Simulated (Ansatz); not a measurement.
Reaction (isomerisation): `C[SiH2][SiH2]N` → `C[SiH2]N[SiH3]`

Program: Ansatz. Geometries: PBE0-D4/def2-TZVP. ΔE: electronic, gas phase. CBS: MP2 limit from def2 TZ/QZ plus the TZ coupled-cluster correction, frozen cores. Functionals use def2-TZVPP. One conformer a species, not always the lowest.

Question: Is it downhill or uphill in electronic energy at CCSD(T)/CBS, and by how much? (An estimate is asked.)

Answer: The calculation gave: Downhill: ΔE = -67.4 kJ/mol.

Question: What do these levels give: revPBE-D4, B2PLYP, r2SCAN, CCSD/def2-SVP, HF/def2-TZVPP, HF/def2-QZVPP? (Estimate.)

Answer: Ansatz gave: revPBE-D4 -48.6, B2PLYP -68.8, r2SCAN -60.1, CCSD/def2-SVP -69.0, HF/def2-TZVPP -82.3, HF/def2-QZVPP -83.7 kJ/mol.

Largest T1 diagnostic among the species: 0.011.

From BLYP to BHLYP (50 % exact exchange), in def2-TZVPP and without D4, ΔE moves by −14.1 kJ/mol. Leaving LDA and LC-ωPBE aside and taking each functional with its dispersion term where it has one, the values, not all of them listed here, spread over 26.8 kJ/mol, from BHLYP-D4 to PBE-D4. LDA lies −5.0 kJ/mol from PBE without D4. In def2-TZVPP, CCSD(T) changes the Hartree–Fock value by +14.4 kJ/mol (the triples alone add +1.8 kJ/mol) and MP2 by +7.4 kJ/mol.
